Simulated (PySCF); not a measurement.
PySCF input file for C2H3, SMILES [CH][CH2+] (connectivity only; charge and spin as stated), charge +1, multiplicity 1, SMD-PBE0/def2-SVP. Geometry: B3LYP-D3(BJ)/def2-TZVP.

```python
import numpy as np
from pyscf import gto, scf, dft
from pyscf.solvent import smd

mol = gto.M(
    atom='''
    C     0.00000000   -0.00000000   -0.57957216
    C     0.00000000    0.00000000    0.67206000
    H     0.00000000    0.00000000    1.75334992
    H     0.00000000   -0.93943150   -1.15413848
    H     0.00000000    0.93943151   -1.15413848
    ''',
    basis='def2-SVP',
    charge=1,
    spin=0,
    max_memory=1600,
    verbose=3,
)
mf = dft.RKS(mol, xc='pbe0').density_fit(auxbasis='def2-universal-jkfit')
mf.grids.level = 3
mf.conv_tol = 1e-9
mf.max_cycle = 100
mf.kernel()
res = {}
for name in ['water', 'dimethylsulfoxide', '2-propanol']:
    s = mf.SMD()
    s.with_solvent.solvent, s.with_solvent.sasa_ng = name, 302
    s.kernel(mf.make_rdm1())
    res[name] = (s.e_tot, s.with_solvent.get_cds(), s.dip_moment(), s.mo_energy, s.converged)
    print(f'SMD {name}: dG(solv) = {(s.e_tot - mf.e_tot) * 627.509474:.3f} kcal/mol, of which CDS {res[name][1] * 627.509474:.3f}')
```

Output:

```
converged SCF energy = -77.4202380361423
converged SCF energy = -77.5381354195871

WARN: System has nonzero charge 1; the dipole moment is origin-dependent.
Location of origin: [0. 0. 0.]

Dipole moment(X, Y, Z, Debye): -0.00000,  0.00000,  0.64425
SMD water: dG(solv) = -73.982 kcal/mol, of which CDS 3.721
converged SCF energy = -77.5389245241

WARN: System has nonzero charge 1; the dipole moment is origin-dependent.
Location of origin: [0. 0. 0.]

Dipole moment(X, Y, Z, Debye): -0.00000,  0.00000,  0.64251
SMD dimethylsulfoxide: dG(solv) = -74.477 kcal/mol, of which CDS 2.548
converged SCF energy = -77.5361243040762

WARN: System has nonzero charge 1; the dipole moment is origin-dependent.
Location of origin: [0. 0. 0.]

Dipole moment(X, Y, Z, Debye): -0.00000,  0.00000,  0.63654
SMD 2-propanol: dG(solv) = -72.720 kcal/mol, of which CDS 1.897
```

The run converged.

Cost: around 5 core-seconds (rough).
